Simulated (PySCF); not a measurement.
# Spin-Hamiltonian simulation

Molecule: `CCC(C)(C)C#N`, C₆H₁₁N.

Molfile (atoms numbered from 1):
```
C6H11N
     RDKit          3D

 18 17  0  0  0  0  0  0  0  0999 V2000
    1.9525    0.7310   -0.1146 C   0  0  0  0  0  0  0  0  0  0  0  0
    1.0007   -0.3547    0.3754 C   0  0  0  0  0  0  0  0  0  0  0  0
   -0.4884   -0.0410    0.1257 C   0  0  0  0  0  0  0  0  0  0  0  0
   -1.3608   -1.1287    0.7689 C   0  0  0  0  0  0  0  0  0  0  0  0
   -0.8073    0.0678   -1.3705 C   0  0  0  0  0  0  0  0  0  0  0  0
   -0.8116    1.2241    0.7554 C   0  0  0  0  0  0  0  0  0  0  0  0
   -1.0707    2.2202    1.2534 N   0  0  0  0  0  0  0  0  0  0  0  0
    1.9216    0.8266   -1.1970 H   0  0  0  0  0  0  0  0  0  0  0  0
    1.6945    1.6918    0.3260 H   0  0  0  0  0  0  0  0  0  0  0  0
    2.9722    0.4849    0.1728 H   0  0  0  0  0  0  0  0  0  0  0  0
    1.2375   -1.3016   -0.1163 H   0  0  0  0  0  0  0  0  0  0  0  0
    1.1464   -0.4918    1.4502 H   0  0  0  0  0  0  0  0  0  0  0  0
   -1.1757   -1.1875    1.8397 H   0  0  0  0  0  0  0  0  0  0  0  0
   -2.4161   -0.9140    0.6143 H   0  0  0  0  0  0  0  0  0  0  0  0
   -1.1336   -2.0947    0.3228 H   0  0  0  0  0  0  0  0  0  0  0  0
   -0.2805    0.9034   -1.8243 H   0  0  0  0  0  0  0  0  0  0  0  0
   -1.8748    0.2206   -1.5176 H   0  0  0  0  0  0  0  0  0  0  0  0
   -0.5148   -0.8500   -1.8760 H   0  0  0  0  0  0  0  0  0  0  0  0
  1  2  1  0
  2  3  1  0
  3  4  1  0
  3  5  1  0
  3  6  1  0
  6  7  3  0
  1  8  1  0
  1  9  1  0
  1 10  1  0
  2 11  1  0
  2 12  1  0
  4 13  1  0
  4 14  1  0
  4 15  1  0
  5 16  1  0
  5 17  1  0
  5 18  1  0
M  END
```

- geometry from GFN2-xTB
- σ from GIAO-PBE0/pcSseg-1
- couplings computed with B3LYP/pcJ-1 (spin–dipole term only in couplings to heteroatoms)
- run in PySCF 2.14
- no relativistic terms, equivalent nuclei averaged, one computed conformer, in vacuum

Chemical shifts δ = σref − σ; TMS for $^{1}$H, all at this level.

Shifts (ppm): H8/H9/H10 1.26, H11/H12 1.47.
Couplings (Hz): H8–H9, H8–H10, H9–H10: -13.9; H8–H11, H8–H12, H9–H11, H9–H12, H10–H11, H10–H12: 7.8; H11–H12: -13.6.

The 5-spin Hamiltonian (Zeeman plus full scalar coupling among like nuclei) was diagonalised exactly; lines are Lorentzian, 0.7 Hz wide, and the maxima above 3 % are listed with the tallest set to 100.

(1) Give the $^{1}$H peak list of this spin system at 90 MHz.

(2) And at 500 MHz?

(3) Among coupled protons with different shifts, which pair is furthest from first order, and how does the field change that?

Results:

(1) 
```json
{"Hz": "147.5", "ppm": "1.639", "height": "4"}
{"Hz": "143.4", "ppm": "1.593", "height": "7"}
{"Hz": "137.9", "ppm": "1.532", "height": "21"}
{"Hz": "135.7", "ppm": "1.507", "height": "19"}
{"Hz": "129.7", "ppm": "1.441", "height": "44"}
{"Hz": "129.0", "ppm": "1.433", "height": "45"}
{"Hz": "125.2", "ppm": "1.392", "height": "29"}
{"Hz": "123.7", "ppm": "1.374", "height": "41"}
{"Hz": "119.6", "ppm": "1.329", "height": "66"}
{"Hz": "118.4", "ppm": "1.316", "height": "55"}
{"Hz": "117.8", "ppm": "1.309", "height": "40"}
{"Hz": "113.4", "ppm": "1.259", "height": "100"}
{"Hz": "110.4", "ppm": "1.226", "height": "10"}
{"Hz": "107.5", "ppm": "1.194", "height": "12"}
{"Hz": "105.4", "ppm": "1.171", "height": "15"}
{"Hz": "104.4", "ppm": "1.159", "height": "7"}
{"Hz": "101.0", "ppm": "1.122", "height": "6"}
```

(2) 
```json
{"Hz": "747.5", "ppm": "1.495", "height": "12"}
{"Hz": "746.7", "ppm": "1.493", "height": "12"}
{"Hz": "739.1", "ppm": "1.478", "height": "44"}
{"Hz": "732.1", "ppm": "1.464", "height": "35"}
{"Hz": "731.2", "ppm": "1.462", "height": "52"}
{"Hz": "724.2", "ppm": "1.448", "height": "18"}
{"Hz": "723.4", "ppm": "1.447", "height": "19"}
{"Hz": "637.5", "ppm": "1.275", "height": "58"}
{"Hz": "630.0", "ppm": "1.260", "height": "100"}
{"Hz": "629.6", "ppm": "1.259", "height": "93"}
{"Hz": "622.0", "ppm": "1.244", "height": "41"}
```

(3) H8 and H11: Δν/J is about 2.4 at 90 MHz (strongly coupled) and 13.5 at 500 MHz (close to first order). J in Hz doesn't depend on the field, while Δν in Hz grows in proportion to it.

Unscaled 3J(H,H) at this level run about 10 % above measured values.
